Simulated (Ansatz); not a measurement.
Born–Oppenheimer molecular dynamics of AlCl$_{2}$FH$_{2}$ (6 atoms, charge 0, multiplicity 1). It starts at the highest image of a converged band, a first-order saddle point between two minima.

Level of theory: RKS B3LYP/def2-mTZVP in Ansatz.

```
ensemble                      : NVE (velocity Verlet)
time step                     : 0.5 fs
steps asked                   : 200
starting velocities drawn for : 300 K
seed                          : 7206
```

First frame:

```xyz
6
Properties=species:S:1:pos:R:3
Al 0.018 -0.383 -0.115
F 0.022 -0.040 1.749
Cl 1.830 0.199 -0.985
Cl -1.822 0.135 -0.964
H 0.049 -1.878 0.661
H 0.039 -1.117 1.585
```

Task: What does the run give?

Result: All steps were run.

* steps done: 200
* time covered: 100 fs
* mean temperature over the second half: 2410 K
* spread of the potential energy over the second half: 22.7 meV per atom
* mean potential energy of the second half above the start: -181.9 meV per atom

The conserved energy stayed within 0.56 meV per atom of its start (net change -0.022 meV per atom), so the integration is sound. The kinetic energy rose, since the run started high on the potential surface and went downhill. It ends in pieces (AlCl2F + H2), so much of that is their flight and rotation, not heat. A run of 0.1 ps of so small a system gives no equilibrium averages. The orbitals stay closed-shell, which can raise the energy where a bond breaks towards radicals; this wasn't checked here.

Task: What happens to the structure?

Result: Between its relaxed ends the band would form Al1–H5, F2–H6 and break H5–H6. These pairs go: Al1–H5 1.69 → 9.36 Å, F2–H6 1.09 → 9.90 Å, H5–H6 1.20 → 0.81 Å. In the last frame they stand as before the step (other bonds may differ from the relaxed reactants and products). Also parted: Al1–H6 1.85 → 9.55 Å. It ends as AlCl2F + H2. Pairs count as bonded within 1.25 times the sum of covalent radii (0.12 Å more for H–H). This is one draw of velocities; another would differ in detail.

Task: How do temperature and energy run in time?

Result: 
| time (fs) | T (K) | potential energy less start (eV) | conserved less start (meV/atom) |
| --- | --- | --- | --- |
| 0 | 300 | 0.000 | 0.00 |
| 5 | 381 | -0.041 | 0.08 |
| 10 | 918 | -0.318 | 0.19 |
| 15 | 1995 | -0.876 | 0.11 |
| 20 | 2711 | -1.250 | -0.54 |
| 25 | 2293 | -1.033 | -0.47 |
| 30 | 2153 | -0.957 | 0.19 |
| 35 | 2848 | -1.319 | -0.26 |
| 40 | 2776 | -1.283 | -0.46 |
| 45 | 2356 | -1.062 | 0.13 |
| 50 | 2492 | -1.133 | 0.10 |
| 55 | 2900 | -1.346 | -0.37 |
| 60 | 2735 | -1.259 | -0.02 |
| 65 | 2093 | -0.925 | 0.35 |
| 70 | 2168 | -0.967 | -0.20 |
| 75 | 2473 | -1.125 | -0.13 |
| 80 | 2257 | -1.009 | 0.39 |
| 85 | 2122 | -0.942 | -0.06 |
| 90 | 2214 | -0.991 | -0.21 |
| 95 | 2425 | -1.097 | 0.28 |
| 100 | 2588 | -1.183 | -0.02 |

The run took 6 min on 2 threads of Arm Neoverse V1, with other jobs on the host, peak memory 0.18 GiB.
